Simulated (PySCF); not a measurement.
Computed with PBE-D3(BJ)/def2-TZVP // PBE0-D3(BJ)/def2-SVP (PySCF). All species are isolated molecules in the gas phase. One relaxed conformer stands for a flexible species; it need not be the lowest. Excitations are Tamm–Dancoff values on a coarser integration grid. The basis has no diffuse functions, so Rydberg states are missing or too high.

Reference species (SMILES): `[CH3][GeH2][CH3]` (neutral, multiplicity 1).

```yaml
HOMO–LUMO gap: 7.60 eV
brightest of the four lowest singlets (TDA): 8.05 eV
```

Changed species: `[CH3][GeH2][GeH2][GeH2][GeH2][GeH2][CH3]` (n = 5; the reference has n = 1).

Question: What does the change do to the HOMO–LUMO gap and brightest of the four lowest singlets (TDA)?

Answer: the HOMO–LUMO gap falls by 2.76 eV, to 4.84 eV; the brightest of the four lowest singlets (TDA) falls by 2.64 eV, to 5.41 eV.
